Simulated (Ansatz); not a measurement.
C$_{2}$H$_{10}$AlNSi. The species carries charge 0 and has multiplicity 1. The bonds changed during the relaxation, so this is another structure than the one it started from.

```csv
atom,x (Å),y (Å),z (Å)
C1,-1.1265,-1.7022,0.9838
Si2,-0.1394,-0.0982,1.1013
Al3,-0.6587,1.8421,-0.3176
C4,1.2824,-0.1152,-0.2165
N5,0.6667,0.6306,-1.3624
H6,-1.9691,-1.6780,1.6795
H7,-1.5410,-1.8413,-0.0182
H8,-0.5143,-2.5742,1.2282
H9,0.4976,-0.0554,2.4527
H10,0.1901,3.1653,-0.0226
H11,-1.9741,1.9458,-1.2228
H12,2.0977,0.5026,0.1668
H13,1.7087,-1.0689,-0.5406
H14,1.3585,1.0518,-1.9749
H15,0.1215,-0.0048,-1.9365
```

Question: Give the diagnostics of a CCSD(T)/def2-TZVPP run (frozen core, the Gaussian-basis code of Ansatz). (An estimate is asked.)

Answer: Ansatz gave: T1 = 0.0106, largest single amplitude 0.011, largest double 0.018, (T) share of the correlation energy 3.7 %, 9 CCSD cycles. The RHF solution is stable towards an unrestricted one. T1 lies under the customary mark of 0.02 for closed shells.
